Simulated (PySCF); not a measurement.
## GeC: one state, many levels of theory

State: ³Π (triplet), unpaired electrons σ ↑, π ↑. Set-up: basis Ge 6-31G(d,p), C 6-31G(d,p); no relativity; PySCF 2.14. De refers to Ge + C in their high-spin ground configurations, without counterpoise correction. The functionals are run spin-unrestricted. A positive dipole means Ge(−)C(+). Levels whose curve was spin-contaminated or gave no clean fit are not listed.

```tsv
Level	Re (Å)	ωe (cm⁻¹)	De (eV)	μ (D)
ROHF	1.769	911	1.42	-1.20
ROHF-MP2	1.802	876	3.28	n/a
ROHF-SCS-MP2	1.804	865	3.06	n/a
PBE	1.817	794	4.24	-1.39
PW91	1.815	794	4.25	-1.37
BP86	1.819	789	4.21	-1.40
r²SCAN	1.805	797	3.92	-1.22
TPSSh	1.803	815	3.82	-1.35
PBE0	1.799	815	3.76	-1.37
```

(1) What does a quarter of exact exchange do here, going from PBE to PBE0?

(2) What does the step from GGA to meta-GGA do here, going from PBE to r²SCAN?

Correlated steps freeze 10 core orbitals. Correlated levels converge slowly with the basis: in double zeta they bind strong bonds too weakly, by up to about 1 eV, and carry superposition errors of some tenths. Spin–orbit coupling is left out. UHF is strongly spin-contaminated for GeC, so the ROHF reference used there is far from stable. The state is the lowest determinant that a PBE0 search found; another state may lie lower at other levels.

The whole job (state search and all levels along the bond) took about 2.6 min on 1 thread of Intel Xeon Platinum 8259CL @ 2.50GHz (shared host), peak memory 0.49 GiB.

Results:

(1) PBE0 less PBE: -1.8 pm in Re, +2.6 % in ωe, -0.48 eV in De. Exact exchange removes part of the self-interaction that spreads semilocal densities, and in most molecules shortens and stiffens the bond and lowers De; so it does here.

(2) r²SCAN less PBE: -1.2 pm in Re, +0.4 % in ωe, -0.32 eV in De.
